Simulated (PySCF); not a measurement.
A species of formula C6H13F has this rotational fingerprint, computed with PBE0/def2-SVPD in PySCF (dipole) on a GFN2-xTB geometry, gas phase:

* Rotational constants: A = 3303, B = 1980, C = 1454 MHz
* Dipole components: |μa| = 1.66 D, |μb| = 0.97 D, |μc| = 0.14 D
* Inertial defect: -60.83 u·Å²
* κ: -0.43

Question: Which structure is it? (One computed conformer of each.)
A. `[CH3:1][CH2:2][CH2:3][CH2:4][CH2:5][CH2:6][F:7]` with C1–C2–C3–C4 180°, C2–C3–C4–C5 180°, C3–C4–C5–C6 180°, C4–C5–C6–F7 64°
B. `[CH3:1][CH2:2][C:3]([CH3:4])([CH3:5])[CH2:6][F:7]` with C1–C2–C3–C4 180°, C2–C3–C6–F7 55°
C. `[CH3:1][CH2:2][C@@H:3]([CH3:4])[C@@H:5]([CH3:6])[F:7]` with C1–C2–C3–C4 -67°, C2–C3–C5–C6 55°

Answer: C. It is CC[C@@H](C)[C@@H](C)F, an asymmetric top, point group C1. The candidates at the same level (rigid rotor, commonest isotopes):

| SMILES | A (MHz) | B (MHz) | C (MHz) | μa (D) | μb (D) | μc (D) | Δ (u·Å²) | point group | rotor |
| --- | --- | --- | --- | --- | --- | --- | --- | --- | --- |
| CCCCCCF | 8617 | 819.0 | 785.7 | 0.74 | 1.48 | 0.65 | -32.46 | C1 | near-prolate asymmetric top |
| CC[C@@H](C)[C@@H](C)F | 3303 | 1980 | 1454 | 1.66 | 0.97 | 0.14 | -60.83 | C1 | asymmetric top |
| CCC(C)(C)CF | 2665 | 2322 | 1749 | 1.04 | 1.16 | 0.68 | -118.37 | C1 | asymmetric top |

`CCCCCCF` has A 161 % too high; `CCC(C)(C)CF` has C 20 % too high. No structure here is proved a minimum.
